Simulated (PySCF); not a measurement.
Hf(NH2)3(Me) (CH₉HfN₃), SMILES [CH3][Hf]([NH2])([NH2])[NH2], multiplicity 1.

The structure is a stationary point at PBE-D3(BJ)/def2-SVP. The spin state was assumed, not searched. The def2 effective core potentials stand for the cores of Hf; spin–orbit coupling is left out. Other conformers were not sampled.

Method: PBE-D3(BJ)/def2-SVP (PySCF).

Frequencies are harmonic and unscaled.

Modes within 1.5 cm⁻¹ of each other (mostly degenerate sets) share a row, with their intensities summed.

```json
[
 {"mode": "1", "ν (cm⁻¹)": "112", "IR (km/mol)": "0.0", "moving atoms (share of kinetic energy)": "N 56 %, H 29 %, Hf 14 %"},
 {"mode": "2–3", "ν (cm⁻¹)": "127", "IR (km/mol)": "0.3", "moving atoms (share of kinetic energy)": "N 38 %, H 33 %, C 17 %, Hf 11 %"},
 {"mode": "4–5", "ν (cm⁻¹)": "142", "IR (km/mol)": "0.3", "moving atoms (share of kinetic energy)": "N 53 %, H 32 %, C 15 %"},
 {"mode": "6", "ν (cm⁻¹)": "151", "IR (km/mol)": "0.0", "moving atoms (share of kinetic energy)": "H 98 %"},
 {"mode": "7–8", "ν (cm⁻¹)": "220", "IR (km/mol)": "8.4", "moving atoms (share of kinetic energy)": "H 95 %"},
 {"mode": "9", "ν (cm⁻¹)": "285", "IR (km/mol)": "28.9", "moving atoms (share of kinetic energy)": "H 96 %"},
 {"mode": "10", "ν (cm⁻¹)": "407", "IR (km/mol)": "0.4", "moving atoms (share of kinetic energy)": "H 77 %, N 15 %"},
 {"mode": "11–12", "ν (cm⁻¹)": "429", "IR (km/mol)": "64.2", "moving atoms (share of kinetic energy)": "H 83 %, N 15 %"},
 {"mode": "13", "ν (cm⁻¹)": "440", "IR (km/mol)": "204.2", "moving atoms (share of kinetic energy)": "H 74 %, N 19 %"},
 {"mode": "14–15", "ν (cm⁻¹)": "454", "IR (km/mol)": "102.5", "moving atoms (share of kinetic energy)": "H 77 %, N 22 %"},
 {"mode": "16", "ν (cm⁻¹)": "483", "IR (km/mol)": "140.8", "moving atoms (share of kinetic energy)": "C 55 %, H 30 %, Hf 9 %"},
 {"mode": "17–18", "ν (cm⁻¹)": "506", "IR (km/mol)": "6.2", "moving atoms (share of kinetic energy)": "H 72 %, C 15 %, N 13 %"},
 {"mode": "19–20", "ν (cm⁻¹)": "611", "IR (km/mol)": "277.8", "moving atoms (share of kinetic energy)": "N 66 %, H 19 %, Hf 13 %"},
 {"mode": "21", "ν (cm⁻¹)": "614", "IR (km/mol)": "34.7", "moving atoms (share of kinetic energy)": "N 82 %, H 16 %"},
 {"mode": "22", "ν (cm⁻¹)": "1128", "IR (km/mol)": "11.5", "moving atoms (share of kinetic energy)": "H 79 %, C 21 %"},
 {"mode": "23–24", "ν (cm⁻¹)": "1363", "IR (km/mol)": "5.3", "moving atoms (share of kinetic energy)": "H 95 %"},
 {"mode": "25–27", "ν (cm⁻¹)": "1456", "IR (km/mol)": "88.2", "moving atoms (share of kinetic energy)": "H 90 %, N 10 %"},
 {"mode": "28", "ν (cm⁻¹)": "2931", "IR (km/mol)": "3.5", "moving atoms (share of kinetic energy)": "H 97 %"},
 {"mode": "29–30", "ν (cm⁻¹)": "3024", "IR (km/mol)": "33.1", "moving atoms (share of kinetic energy)": "H 91 %, C 9 %"},
 {"mode": "31–32", "ν (cm⁻¹)": "3443", "IR (km/mol)": "79.4", "moving atoms (share of kinetic energy)": "H 95 %"},
 {"mode": "33", "ν (cm⁻¹)": "3445", "IR (km/mol)": "5.9", "moving atoms (share of kinetic energy)": "H 95 %"},
 {"mode": "34–36", "ν (cm⁻¹)": "3538", "IR (km/mol)": "53.7", "moving atoms (share of kinetic energy)": "H 92 %, N 8 %"}
]
```
